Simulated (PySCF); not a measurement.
Radial density of Be⁺ (beryllium, charge +1)

UHF, [He] 2s1, 2S determinant. All numbers are calculated (PySCF 2.14, no relativity, point nucleus, in def2-TZVP (5s3p1d, 19 functions)).

```json
{"r (bohr)": "0.00661", "4πr²ρ (e/bohr)": "0.01821", "4πr²(ρα − ρβ)": "0.0005"}
{"r (bohr)": "0.0111", "4πr²ρ (e/bohr)": "0.04987", "4πr²(ρα − ρβ)": "0.0015"}
{"r (bohr)": "0.0187", "4πr²ρ (e/bohr)": "0.1324", "4πr²(ρα − ρβ)": "0.0039"}
{"r (bohr)": "0.0314", "4πr²ρ (e/bohr)": "0.3391", "4πr²(ρα − ρβ)": "0.0100"}
{"r (bohr)": "0.0529", "4πr²ρ (e/bohr)": "0.8088", "4πr²(ρα − ρβ)": "0.0233"}
{"r (bohr)": "0.0889", "4πr²ρ (e/bohr)": "1.725", "4πr²(ρα − ρβ)": "0.0480"}
{"r (bohr)": "0.150", "4πr²ρ (e/bohr)": "3.043", "4πr²(ρα − ρβ)": "0.0782"}
{"r (bohr)": "0.252", "4πr²ρ (e/bohr)": "3.948", "4πr²(ρα − ρβ)": "0.0820"}
{"r (bohr)": "0.423", "4πr²ρ (e/bohr)": "3.108", "4πr²(ρα − ρβ)": "0.0249"}
{"r (bohr)": "0.712", "4πr²ρ (e/bohr)": "1.118", "4πr²(ρα − ρβ)": "0.0107"}
{"r (bohr)": "1.20", "4πr²ρ (e/bohr)": "0.3814", "4πr²(ρα − ρβ)": "0.2738"}
{"r (bohr)": "2.01", "4πr²ρ (e/bohr)": "0.4745", "4πr²(ρα − ρβ)": "0.4734"}
{"r (bohr)": "3.39", "4πr²ρ (e/bohr)": "0.1628", "4πr²(ρα − ρβ)": "0.1627"}
{"r (bohr)": "5.70", "4πr²ρ (e/bohr)": "0.005776", "4πr²(ρα − ρβ)": "0.0058"}
```
